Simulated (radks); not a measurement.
Values are calculated unless marked as measured or tabulated.
Spherical quantum dot in the effective-mass picture: electrons in a hard-walled sphere of radius 6.68, with a point charge +1 (a donor) at the centre, all in effective atomic units (hartree* = m*/eps^2 hartree, bohr* = eps/m* bohr), one dielectric constant everywhere. Level of theory: non-relativistic Kohn-Sham, PBE, spin-polarised, spherical densities (a radial shooting solver with Libxc functionals). Levels are named by radial order and angular momentum (1s, 1p, 1d, 2s, ...), and open shells are averaged over m. Results are scaled to m* = 0.308 and eps = 10.4, for which hartree* = 77.49 meV and bohr* = 1.787 nm.

N = 10, configuration 1s2 1p6 1d(up 1, down 0) 2s(up 1, down 0). This is the lowest configuration that the search found. Occupied and some empty levels:

level    occupation  eigenvalue (meV)  <r> (nm)
1s up             1            132.98     6.357
1s down           1            135.36     7.384
1p up             3            139.98     8.154
1p down           3            140.95     8.120
2s up             1            145.86     4.689
1d up             1            148.26     8.483
1d down           0            149.31     8.443
2s down           0            155.86     4.273
1f up             0            159.36     8.730
1f down           0            160.53     8.700
1g up             0            173.10     8.934
1g down           0            174.37     8.913
2p up             0            178.30     5.906
2p down           0            180.63     6.199

Energy (meV): total 637.375, kinetic 230.14, external -242.90, Hartree 817.05, exchange-correlation -166.92.
